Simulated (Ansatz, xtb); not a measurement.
# C3H3NO2S: which of two isomers lies lower

Structure a is `O=[SH]c1cocn1`, a singlet and structure b is `Oc1cnsc1O`, a singlet. Both are isolated molecules in the gas phase, relaxed with PBE0-D3(BJ)/def2-SVP; the shapes shown needn't be the lowest conformers.

a (Å):

```xyz
10

C    -0.7835   -0.2108   -1.2365
C    -1.1099   -0.3150    0.0788
C     1.0029   -0.5578   -0.1986
N     0.5708   -0.3595   -1.4001
O    -3.2985    0.0531   -1.9512
O     0.0475   -0.5428    0.7441
S    -1.9311    0.1861   -2.5463
H    -1.5974   -0.9880   -3.2229
H    -2.0381   -0.2600    0.6381
H     2.0257   -0.7311    0.1319
```

b (Å):

```yaml
atoms:
  - { symbol: C, position_ang: [-0.6975, 0.5629, -1.3542] }
  - { symbol: C, position_ang: [0.3937, 0.2728, -2.2192] }
  - { symbol: C, position_ang: [-0.2592, 1.2957, -0.2751] }
  - { symbol: N, position_ang: [1.5701, 0.7292, -1.8589] }
  - { symbol: O, position_ang: [-1.9633, 0.1622, -1.5725] }
  - { symbol: O, position_ang: [-1.0841, 1.7680, 0.6848] }
  - { symbol: S, position_ang: [1.4408, 1.5848, -0.4420] }
  - { symbol: H, position_ang: [-2.5052, 0.4840, -0.8405] }
  - { symbol: H, position_ang: [0.3016, -0.3100, -3.1403] }
  - { symbol: H, position_ang: [-0.6843, 1.6613, 1.5559] }
```

**Question.** Which of the two would you expect CCSD(T)/def2-SVP + ΔMP2/def2-TZVPP electronic energies to favour?

**Answer.** Structure b; the calculation gives E(b) − E(a) = −117.4 kJ/mol.

The same difference at several levels:

```csv
level,geometry,E(b) − E(a) (kJ/mol),departure from the last row (kJ/mol),"job, with rough time for the two"
GFN2-xTB,GFN2-xTB,−78.1,+39.3,"optimisation, 0.2 s"
HF/STO-3G,GFN2-xTB,−442.1,−324.7,"single point, 0.63 s"
r2SCAN-D4/def2-SVP,GFN2-xTB,−162.8,−45.3,"single point, 4 s"
PBE0-D3(BJ)/def2-SVP,PBE0-D3(BJ)/def2-SVP,−159.7,−42.3,"optimisation, 1.9 min"
HF/def2-SVP,PBE0-D3(BJ)/def2-SVP,−160.9,−43.5,part of the CCSD(T) run
MP2/def2-SVP,PBE0-D3(BJ)/def2-SVP,−165.3,−47.9,part of the CCSD(T) run
CCSD(T)/def2-SVP,PBE0-D3(BJ)/def2-SVP,−157.3,−39.9,single point
CCSD(T)/def2-SVP + ΔMP2/def2-TZVPP,PBE0-D3(BJ)/def2-SVP,−117.4,,"single point, 60 s"
```

As drawn, b has 2 C–O, 1 C∷C, 1 N∷S, 1 C∷S, 2 O–H in place of 1 O=S, 1 C–S, 2 C∷O, 1 C∷N, 1 S–H, 1 C–H (∷ is an aromatic bond).

The levels shown agree on the order. The largest departure from CCSD(T)/def2-SVP + ΔMP2/def2-TZVPP is that of HF/STO-3G, 324.7 kJ/mol. The last row adds to CCSD(T) the change of the MP2 difference between the two basis sets, here +39.9 kJ/mol, a large step that makes the value less sure.

With thermal terms from frequencies at re-optimised GFN2-xTB minima (ideal gas, soft modes damped towards free rotors, one conformer each, 298.15 K, 1 atm): on the last row, ΔE + ΔZPE = −112.0, ΔH = −111.5, ΔG = −110.0 kJ/mol.

The correlated steps freeze 11 core orbitals. Run with Ansatz 0.2.0, xtb 6.7.1; the last row on 2 threads of Intel(R) Xeon(R) Processor @ 2.70GHz on a shared host.
